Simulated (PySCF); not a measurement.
Species: CH8O4Si3.
SMILES with atom numbers: `[CH3:1][O:2][SiH:3]1[O:4][SiH2:5][O:6][SiH2:7][O:8]1` (hydrogens: H9, H10, H11 on C1; H12 on Si3; H13, H14 on Si5; H15, H16 on Si7)

Computed geometry: GFN2-xTB, gas phase.

(1) List the bond lengths, angles and torsions at this level.

Results:

(1) 
| bond | length (pm) |
| --- | --- |
| C1–O2 | 139.7 |
| O2–Si3 | 160.6 |
| Si3–O4 | 161.4 |
| O4–Si5, Si7–O8 | 162.4 |
| Si5–O6, O6–Si7 | 162.5 |
| Si3–O8 | 162.6 |
| C1–H9, C1–H10, C1–H11 | 109.1 |
| Si3–H12 | 145.5 |
| Si5–H13, Si7–H16 | 145.3 |
| Si5–H14, Si7–H15 | 145.4 |

Bonds in one row agree within 1 pm and their mean is given. A selection of angles:
| angle | degrees |
| --- | --- |
| C1–O2–Si3 | 126.6 |
| O2–Si3–O4 | 103.7 |
| O2–Si3–O8 | 111.7 |
| O4–Si3–O8 | 110.5 |
| Si3–O4–Si5 | 129.2 |
| O4–Si5–O6 | 109.3 |
| Si5–O6–Si7 | 131.2 |

Dihedral angles: C1–O2–Si3–O4 -176° (antiperiplanar); O2–Si3–O4–Si5 -134° (anticlinal); Si3–O4–Si5–O6 8° (synperiplanar); O4–Si5–O6–Si7 3° (synperiplanar); Si5–O6–Si7–O8 -5° (synperiplanar); O6–Si7–O8–Si3 -4° (synperiplanar); O2–Si3–O8–Si7 127° (anticlinal). The mirror-image conformer, all signs reversed, is as good.

Si3 (oxygen-bound silicon) is distorted tetrahedral (angles from 103.7° to 115.8°). Si5 (oxygen-bound silicon) is distorted tetrahedral (angles from 106.2° to 119.8°). O6 (siloxane oxygen) is bent (angle 131.2°). The 7 O–Si bonds span 1.606 Å (O2–Si3, drawn single) to 1.626 Å (Si3–O8, drawn single), a spread of 0.020 Å. The 6-membered ring Si3–O4–Si5–O6–Si7–O8 has internal angles of 108.9° to 131.2° (sum 718°, against 720° for a flat polygon); it is slightly puckered (a soft mode that the optimisation may not have finished), 0.05 Å rms from its mean plane, widest ring torsion 14°. O4 (siloxane oxygen) is bent (angle 129.2°).

Point group: C1 (no symmetry element, even within 0.4 Å). Not checked by GFN2-xTB frequencies. The numbers are those of one conformer.
